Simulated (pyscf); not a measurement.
Optimised with ωB97X-D3(BJ)/def2-SVP in PySCF.

Problem. Estimate the classical barrier height and the reaction energy of GeH₂ [singlet] + Cl–SiH₂–Cl → Cl–SiH(Cl)–GeH₃ at ωB97M-D3(BJ)/def2-TZVP. The step runs on the singlet surface, breaks H–Si and forms Ge–Si, Ge–H; take the separated reactants as zero.

Solution. ΔE‡ = -9.3 kJ/mol, ΔE = -168.2 kJ/mol. Zero-point energy shifts the barrier by +6.8 kJ/mol. It is an insertion, with an imaginary mode of 195i cm⁻¹. On the reactant side the descent ends in an adduct with a Ge–Si contact, 41.4 kJ/mol under the separated species and 7.0 kJ/mol under the saddle at ωB97X-D3(BJ)/def2-TZVP. At ωB97M-D3(BJ) the saddle lies under the separated reactants, which points to a path from their complex (located at ωB97X-D3(BJ) alone). What is counted as formed (Ge–Si) is already present as a longer contact in the reactant adduct; forming that adduct is a step of its own. At ωB97X-D3(BJ) the barrier from the zero used here is -34.3 kJ/mol. This is the saddle that the search found; another between the same sides may lie lower. Elements up to Kr have no core potential and no relativistic terms here.
